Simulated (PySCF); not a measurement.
Tetramethyldisiloxane, SMILES C[SiH](C)O[SiH](C)C (C4H14OSi2), singlet (GFN2-xTB optimised geometry):

```
21

C     -2.018     1.009    -2.194
Si    -1.131     1.051    -0.513
C      0.528     1.967    -0.664
O     -0.866    -0.471     0.000
Si    -0.324    -2.005     0.000
C     -0.985    -2.912    -1.534
C      1.577    -2.005     0.000
H     -1.393     0.568    -2.966
H     -2.929     0.421    -2.138
H     -2.291     2.007    -2.523
H     -1.979     1.617     0.542
H      1.078     1.930     0.272
H      0.382     3.012    -0.918
H      1.161     1.528    -1.431
H     -0.874    -2.555     1.244
H     -0.591    -2.486    -2.453
H     -0.717    -3.964    -1.519
H     -2.068    -2.850    -1.585
H      1.965    -1.423     0.830
H      1.979    -1.576    -0.914
H      1.973    -3.012     0.091
```

Computed with PBE0/def2-SVP run with PySCF 2.14.0.

What are the frontier orbital energies and the dipole moment?

HOMO-2 -8.69 eV, HOMO-1 -7.92 eV, HOMO -7.82 eV, LUMO 1.40 eV, LUMO+1 1.71 eV; dipole moment 1.37 D.

On the same geometry PBE/def2-SVP (PySCF) gives HOMO-2 -7.32 eV, HOMO-1 -6.48 eV, HOMO -6.41 eV, LUMO 0.60 eV, LUMO+1 0.79 eV; dipole moment 1.39 D.

Meta-Löwdin charges at PBE0/def2-SVP: C1 -0.57, Si2 0.99, C3 -0.57, O4 -0.81, Si5 0.99, C6 -0.57, C7 -0.57, H8 0.11, H9 0.12, H10 0.12, H11 -0.14, H12 0.12, H13 0.12, H14 0.11, H15 -0.14, H16 0.11, H17 0.12, H18 0.12, H19 0.12, H20 0.11, H21 0.12.
